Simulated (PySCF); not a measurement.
phosphorus nitride (NP), singlet, geometry from GFN2-xTB, with bond 2-1 at 1.3 times its length; PBE/cc-pVDZ run with PySCF.

PySCF was given this input:
```python
from pyscf import gto, scf, dft

mol = gto.Mole()
mol.atom = '''
    N    -0.000000   -0.000000   -0.994361
    P     0.000000    0.000000    0.901554
'''
mol.basis = 'cc-pvdz'
mol.charge = 0
mol.spin = 0
mol.verbose = 4
mol.build()

mf = dft.RKS(mol)
mf.xc = 'pbe'
mf.DIIS = scf.ADIIS
mf.kernel()
mf.analyze()
```

The log (banner, timings and long lists left out):

```
PySCF version 2.14.0

[INPUT] verbose = 4
[INPUT] num. atoms = 2
[INPUT] num. electrons = 22
[INPUT] charge = 0
[INPUT] spin (= nelec alpha-beta = 2S) = 0
[INPUT] symmetry False subgroup None
[INPUT] Mole.unit = angstrom
[INPUT] Symbol           X                Y                Z      unit          X                Y                Z       unit  Magmom
[INPUT]  1 N      0.000000000000   0.000000000000  -0.994361000000 AA    0.000000000000   0.000000000000  -1.879069958949 Bohr   0.0
[INPUT]  2 P      0.000000000000   0.000000000000   0.901554000000 AA    0.000000000000   0.000000000000   1.703690146506 Bohr   0.0

nuclear repulsion = 29.3070138411268
number of shells = 10
number of NR pGTOs = 67
number of NR cGTOs = 32
basis = cc-pvdz
ecp = {}

******** <class 'pyscf.dft.rks.RKS'> ********
method = RKS
initial guess = minao
damping factor = 0
level_shift factor = 0
DIIS = <class 'pyscf.scf.diis.ADIIS'>
diis_start_cycle = 1
diis_space = 8
diis_damp = 0
SCF conv_tol = 1e-09
SCF conv_tol_grad = None
SCF max_cycles = 50
direct_scf = True
direct_scf_tol = 1e-13
XC library pyscf.dft.libxc version 7.1.2
    S. Lehtola, C. Steigemann, M. J. T. Oliveira, and M. A. L. Marques,  SoftwareX 7, 1–5 (2018)
XC functionals = pbe
    J. P. Perdew, K. Burke, and M. Ernzerhof,  Phys. Rev. Lett. 77, 3865 (1996)
    J. P. Perdew, K. Burke, and M. Ernzerhof,  Phys. Rev. Lett. 78, 1396 (1997)
    J. P. Perdew, K. Burke, and M. Ernzerhof,  Phys. Rev. Lett. 77, 3865 (1996)
    J. P. Perdew, K. Burke, and M. Ernzerhof,  Phys. Rev. Lett. 78, 1396 (1997)
radial grids:
    Treutler-Ahlrichs [JCP 102, 346 (1995); DOI:10.1063/1.469408] (M4) radial grids

becke partition: Becke, JCP 88, 2547 (1988); DOI:10.1063/1.454033
pruning grids: <function nwchem_prune>
grids dens level: 3
symmetrized grids: False
atomic radii adjust function: <function treutler_atomic_radii_adjust>
small_rho_cutoff = 0
Set gradient conv threshold to 3.16228e-05
Initial guess from minao.
tot grids = 33088
init E= -395.600990544827
  HOMO = -0.259678683691864  LUMO = -0.150273154569823  gap/eV = 2.97708
cycle= 1 E= -395.709530349757  delta_E= -0.109  |g|= 0.425  |ddm|= 1.51
  HOMO = -0.228493095687416  LUMO = -0.0594522943552469  gap/eV = 4.59983
cycle= 2 E= -393.695246518439  delta_E= 2.01  |g|= 2.04  |ddm|= 2.02
  HOMO = -0.257945084674496  LUMO = -0.141998795373434  gap/eV = 3.15506
cycle= 3 E= -395.261397222264  delta_E= -1.57  |g|= 1.27  |ddm|= 1.08
  HOMO = -0.260754681213092  LUMO = -0.160240098064169  gap/eV = 2.73514
cycle= 4 E= -395.717937277582  delta_E= -0.457  |g|= 0.424  |ddm|= 0.568
  HOMO = -0.263147644952144  LUMO = -0.162406507591064  gap/eV = 2.74131
cycle= 5 E= -395.763330308916  delta_E= -0.0454  |g|= 0.12  |ddm|= 0.312
  HOMO = -0.255788931767095  LUMO = -0.154646048535674  gap/eV = 2.75224
cycle= 6 E= -395.759088383594  delta_E= 0.00424  |g|= 0.175  |ddm|= 0.16
  HOMO = -0.258962862203554  LUMO = -0.157987075553112  gap/eV = 2.74769
cycle= 7 E= -395.766597037641  delta_E= -0.00751  |g|= 0.0244  |ddm|= 0.0835
  HOMO = -0.260458227280041  LUMO = -0.15940913287644  gap/eV = 2.74969
cycle= 8 E= -395.765971530377  delta_E= 0.000626  |g|= 0.0549  |ddm|= 0.0435
  HOMO = -0.260164860541256  LUMO = -0.15928513536315  gap/eV = 2.74508
cycle= 9 E= -395.766686235338  delta_E= -0.000715  |g|= 0.0147  |ddm|= 0.023
  HOMO = -0.259741771865513  LUMO = -0.158872309180491  gap/eV = 2.74480
cycle= 10 E= -395.766729115822  delta_E= -4.29e-05  |g|= 0.00614  |ddm|= 0.0115
  HOMO = -0.259769942426528  LUMO = -0.158848069802986  gap/eV = 2.74622
cycle= 11 E= -395.766733269183  delta_E= -4.15e-06  |g|= 0.00463  |ddm|= 0.00627
  HOMO = -0.259774682425909  LUMO = -0.158884893964033  gap/eV = 2.74535
cycle= 12 E= -395.766738851815  delta_E= -5.58e-06  |g|= 0.000676  |ddm|= 0.00314
  HOMO = -0.259796059087518  LUMO = -0.158894629319702  gap/eV = 2.74567
cycle= 13 E= -395.766737846537  delta_E= 1.01e-06  |g|= 0.00209  |ddm|= 0.00158
  HOMO = -0.259778066762115  LUMO = -0.158880118445193  gap/eV = 2.74557
cycle= 14 E= -395.766738851704  delta_E= -1.01e-06  |g|= 0.000685  |ddm|= 0.000792
  HOMO = -0.259771936122889  LUMO = -0.158876895309883  gap/eV = 2.74549
cycle= 15 E= -395.766738973739  delta_E= -1.22e-07  |g|= 4.45e-05  |ddm|= 0.000415
  HOMO = -0.259777835547431  LUMO = -0.158882726129034  gap/eV = 2.74550
cycle= 16 E= -395.766738950152  delta_E= 2.36e-08  |g|= 0.000308  |ddm|= 0.000195
  HOMO = -0.259772452120202  LUMO = -0.158878476197333  gap/eV = 2.74546
cycle= 17 E= -395.766738967791  delta_E= -1.76e-08  |g|= 0.000157  |ddm|= 0.000262
  HOMO = -0.259774383682006  LUMO = -0.158879648037308  gap/eV = 2.74549
cycle= 18 E= -395.766738973668  delta_E= -5.88e-09  |g|= 4.59e-05  |ddm|= 0.000115
  HOMO = -0.259773677432909  LUMO = -0.158879107381978  gap/eV = 2.74548
cycle= 19 E= -395.766738974151  delta_E= -4.83e-10  |g|= 1.45e-05  |ddm|= 3.4e-05
  HOMO = -0.259775559982114  LUMO = -0.158880449556497  gap/eV = 2.74550
Extra cycle  E= -395.766738967031  delta_E= 7.12e-09  |g|= 0.000167  |ddm|= 0.000103
converged SCF energy = -395.766738967031
**** SCF Summaries ****
Total Energy =                        -395.766738967031301
Nuclear Repulsion Energy =              29.307013841126849
One-electron Energy =                 -603.845662029843766
Two-electron Energy =                  178.771909221685661
Two-electron Coulomb Energy =          208.397853784768699
DFT Exchange-Correlation Energy =      -29.625944563083031
HOMO-LUMO gap [eV] =                     2.745495797322001
**** MO energy ****
MO #1   energy= -76.3996013435509  occ= 2
MO #2   energy= -14.0821004830089  occ= 2
MO #3   energy= -6.37817515884073  occ= 2
MO #4   energy= -4.59678424900175  occ= 2
MO #5   energy= -4.59678424900175  occ= 2
MO #6   energy= -4.59346772108457  occ= 2
MO #7   energy= -0.692431420243557 occ= 2
MO #8   energy= -0.490481641437925 occ= 2
MO #9   energy= -0.280668596055496 occ= 2
MO #10  energy= -0.259775559982116 occ= 2
MO #11  energy= -0.259775559982114 occ= 2
MO #12  energy= -0.158880449556497 occ= 0
MO #13  energy= -0.158880449556496 occ= 0
MO #14  energy= -0.0260996204521358 occ= 0
MO #15  energy= 0.308711740794164  occ= 0
MO #16  energy= 0.358906371013652  occ= 0
MO #17  energy= 0.370916711337092  occ= 0
MO #18  energy= 0.370916711337104  occ= 0
MO #19  energy= 0.399327172416402  occ= 0
 ** Mulliken pop on meta-lowdin orthogonal AOs  **
 ** Mulliken pop  **
pop of  0 N 1s            1.99992
pop of  0 N 2s            1.89389
pop of  0 N 3s            0.00377
pop of  0 N 2px           1.02613
pop of  0 N 2py           1.02613
pop of  0 N 2pz           1.25475
pop of  0 N 3px           0.00160
pop of  0 N 3py           0.00160
pop of  0 N 3pz           0.00044
pop of  0 N 3dxy          0.00000
pop of  0 N 3dyz          0.00087
pop of  0 N 3dz^2         0.00193
pop of  0 N 3dxz          0.00087
pop of  0 N 3dx2-y2       0.00000
pop of  1 P 1s            1.99998
pop of  1 P 2s            1.99784
pop of  1 P 3s            1.89780
pop of  1 P 4s            0.00644
pop of  1 P 2px           1.99979
pop of  1 P 2py           1.99979
pop of  1 P 2pz           1.99982
pop of  1 P 3px           0.96773
pop of  1 P 3py           0.96773
pop of  1 P 3pz           0.93127
pop of  1 P 4px           0.00008
pop of  1 P 4py           0.00008
pop of  1 P 4pz           0.00735
pop of  1 P 3dxy          0.00000
pop of  1 P 3dyz          0.00379
pop of  1 P 3dz^2         0.00480
pop of  1 P 3dxz          0.00379
pop of  1 P 3dx2-y2       0.00000
 ** Mulliken atomic charges  **
charge of    0N =     -0.21190
charge of    1P =      0.21190
Dipole moment(X, Y, Z, Debye): -0.00000, -0.00000,  2.05936
```
